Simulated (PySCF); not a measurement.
B(H)(Me)(NHMe) (C2H8BN), SMILES CBNC.

Geometry optimised at B3LYP-D3(BJ)/def2-SVP. A frequency run showed that this geometry is not a minimum. The structure was generated by enumeration, and PubChem lists no compound with its InChIKey, so it may never have been made. One conformer was computed; it need not be the lowest.

Two levels are set side by side: TDA-PBE/def2-SVPD (PySCF) and TDA-PBE0/def2-SVPD (PySCF). Vertical, same geometry. The lowest singlet is HOMO→LUMO+1 100 % with PBE and HOMO→LUMO 96 % with the other functional; states are paired by order. Differences are taken from unrounded values.

| quantity | TDA-PBE0 | TDA-PBE | TDA-PBE minus TDA-PBE0 |
|---|---|---|---|
| lowest singlet excitation (eV) | 6.82 | 6.21 | -0.61 |
| lowest triplet excitation (TDA) (eV) | 5.65 | 5.32 | -0.34 |
| first bright state (f over 0.05) (eV) | 7.63 | 7.00 | -0.63 |
| its oscillator strength | 0.33 | 0.06 | -0.26 |

Functionals without exact exchange tend to place singlet excitations lower, as here. Differences between two approximate levels are no errors against the true value.

Rough cost on one machine, each run with all the roots and properties that it gave: TDA-PBE0 against TDA-PBE within a factor of 2.
